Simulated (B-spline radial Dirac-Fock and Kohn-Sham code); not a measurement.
# Magnetic form factor of the 4f shell of Bi³³⁺

System: Bi³³⁺, configuration 1s2 2s2 2p6 3s2 3p6 3d10 4s2 4p6 4d10 4f4.

The run's input, task.json:

```json
{"items": [{
  "Z": 83,
  "q": 33,
  "cfg": [[1, 0, 2], [2, 0, 2], [2, 1, 6], [3, 0, 2], [3, 1, 6], [3, 2, 10], [4, 0, 2], [4, 1, 6], [4, 2, 10], [4, 3, 4]],
  "A": 209,
  "rrms": 5.5211,
  "do": ["scatter"],
  "s": [0.0, 0.05, 0.1, 0.15, 0.2, 0.25, 0.3, 0.35, 0.4, 0.45, 0.5, 0.6, 0.7, 0.8, 0.9, 1.0, 1.1, 1.2, 1.4, 1.6, 1.8, 2.0, 2.5, 3.0, 3.5, 4.0, 5.0, 6.0],
  "pz": [0, 0.1, 0.2, 0.3, 0.4, 0.5, 0.6, 0.8, 1.0, 1.2, 1.4, 1.6, 1.8, 2.0, 2.5, 3.0, 4.0, 5.0, 7.0, 10.0, 15.0, 20.0, 30.0, 40.0, 60.0, 100.0],
  "hv_scatter": [2000, 5000, 8047.8, 10000, 30000, 100000, 500000, 1000000]
}]}
```

Command: `python xray_run.py task.json out`

These are calculated numbers from a radial atomic solver; the model is Dirac-Fock densities. ⟨j_K⟩ is the integral of the 4f radial density with the spherical Bessel function j_K(4πsr), s = sin θ/λ.

Hund's rules give S = 2, L = 6, J = 4 for 4f4, so g = 0.600, and the dipole approximation is F = ⟨j0⟩ + C₂⟨j2⟩ with C₂ = (2 − g)/g = 2.333.

```
s (Å⁻¹)    ⟨j0⟩    ⟨j2⟩    ⟨j4⟩    ⟨j6⟩  F (dipole)
      0  1.0000  0.0000  0.0000  0.0000      1.0000
   0.05  0.9972  0.0011  0.0000  0.0000      0.9998
    0.1  0.9888  0.0045  0.0000  0.0000      0.9992
   0.15  0.9749  0.0100  0.0000  0.0000      0.9982
    0.2  0.9558  0.0175  0.0001  0.0000      0.9967
   0.25  0.9318  0.0269  0.0003  0.0000      0.9945
    0.3  0.9033  0.0379  0.0006  0.0000      0.9917
   0.35  0.8706  0.0503  0.0011  0.0000      0.9879
    0.4  0.8343  0.0638  0.0018  0.0000      0.9832
   0.45  0.7949  0.0782  0.0028  0.0001      0.9773
    0.5  0.7530  0.0931  0.0041  0.0001      0.9702
    0.6  0.6638  0.1234  0.0078  0.0003      0.9516
    0.7  0.5711  0.1524  0.0133  0.0007      0.9267
    0.8  0.4789  0.1783  0.0204  0.0015      0.8949
    0.9  0.3908  0.1996  0.0292  0.0027      0.8565
      1  0.3092  0.2154  0.0392  0.0044      0.8119
    1.1  0.2362  0.2253  0.0502  0.0068      0.7620
    1.2  0.1726  0.2294  0.0615  0.0099      0.7080
    1.4  0.0747  0.2221  0.0832  0.0180      0.5931
    1.6  0.0123  0.1996  0.1008  0.0283      0.4780
```

Radial moments of the shell: ⟨r²⟩ = 0.1531, ⟨r⁴⟩ = 0.03794, ⟨r⁶⟩ = 0.01391 in powers of bohr.
